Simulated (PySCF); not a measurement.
SMILES [NH2][Ge][NH2] (H4GeN2), CAM-B3LYP/def2-SVP optimised geometry.

```
7

Ge    -0.64    -0.82     0.00
N      1.19    -0.82     0.00
H      1.71    -1.69     0.00
H      1.80    -0.01     0.00
N     -0.87     0.98     0.00
H     -0.14     1.69     0.00
H     -1.80     1.39     0.00
```

Density from PySCF with CAM-B3LYP/def2-TZVP at that geometry.

Minimum of the electron density along straight lines between bonded atoms, close to the bond critical point (lines longer than 1.1 times the sum of covalent radii, or with two minima, are not listed):

| bond | length / Å | ρ at the minimum / e bohr⁻³ | ∇²ρ there / e bohr⁻⁵ | position (fraction from the first atom) |
|---|---|---|---|---|
| Ge1–N2 | 1.823 | 0.138 | 0.50 | 0.47 |
| N2–H3 | 1.014 | 0.333 | -1.61 | 0.74 |
| N2–H4 | 1.016 | 0.330 | -1.57 | 0.73 |
| Ge1–N5 | 1.823 | 0.138 | 0.50 | 0.47 |
| N5–H6 | 1.016 | 0.330 | -1.57 | 0.73 |
| N5–H7 | 1.014 | 0.333 | -1.61 | 0.74 |
